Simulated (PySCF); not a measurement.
HKO, singlet, at a GFN2-xTB geometry (such geometries of metal compounds can be far from the true shape). Base run: PySCF with DF-M062X/STO-3G.

Here is a job for PySCF.
```python
from pyscf import gto, scf, dft

mol = gto.M(
    atom='''
K    -0.515992   -0.253325   -0.435053
O     1.047786    0.444316    0.880931
H     1.421565    1.258641    1.218564
''',
    basis='sto-3g',
    charge=0,
    spin=0,
    verbose=4,
)

mf = dft.RKS(mol)
mf.xc = 'm062x'
mf = mf.density_fit(auxbasis='def2-universal-jkfit')
mf.kernel()
```

The base run was repeated with changes; each row names its change, and settings that it needs were set with it.

```
change                 basis functions      E (Eh)  HOMO (eV)  HOMO-LUMO gap (eV)  dipole (D)
---------------------  ---------------  ----------  ---------  ------------------  ----------
base                                19  -668.47649      -2.03                4.63        4.22
basis = LANL2DZ                     23  -103.87469      -5.47                4.56        7.90
basis = 6-31G                       28  -675.62302      -5.22                4.29        7.59
basis = 6-31G**                     41  -675.65222      -5.60                4.67        6.96
basis = pcseg-1                     43  -675.63592      -6.27                5.45        6.83
basis = pc-1                        43  -675.67187      -6.41                5.59        6.88
basis = 6-311G**                     ?           ?          ?                   ?           ?
basis = def2-TZVP                   70  -675.75509      -6.57                5.64        7.23
basis = 6-311++G**                  72  -675.75459      -6.63                5.64        7.35
basis = pc-2                         ?           ?          ?                   ?        7.23
basis = def2-TZVPP                  78  -675.75648      -6.58                5.65        7.25
basis = 6-311+G(2d,p)                ?           ?      -6.63                5.65           ?
basis = def2-QZVPP                   ?           ?          ?                   ?           ?
```

**Question.** Some entries are withheld; supply them.

**Answer.** 
- basis = 6-311G**, basis functions: 63
- basis = 6-311G**, E (Eh): -675.73720
- basis = 6-311G**, HOMO (eV): -6.02
- basis = 6-311G**, HOMO-LUMO gap (eV): 5.16
- basis = 6-311G**, dipole (D): 6.74
- basis = pc-2, basis functions: 77
- basis = pc-2, E (Eh): -675.77276
- basis = pc-2, HOMO (eV): -6.72
- basis = pc-2, HOMO-LUMO gap (eV): 5.79
- basis = 6-311+G(2d,p), basis functions: 81
- basis = 6-311+G(2d,p), E (Eh): -675.75526
- basis = 6-311+G(2d,p), dipole (D): 7.28
- basis = def2-QZVPP, basis functions: 157
- basis = def2-QZVPP, E (Eh): -675.77948
- basis = def2-QZVPP, HOMO (eV): -6.69
- basis = def2-QZVPP, HOMO-LUMO gap (eV): 5.73
- basis = def2-QZVPP, dipole (D): 7.24

Totals compare only among sets that treat the same electrons; sets with core potentials leave the core out.
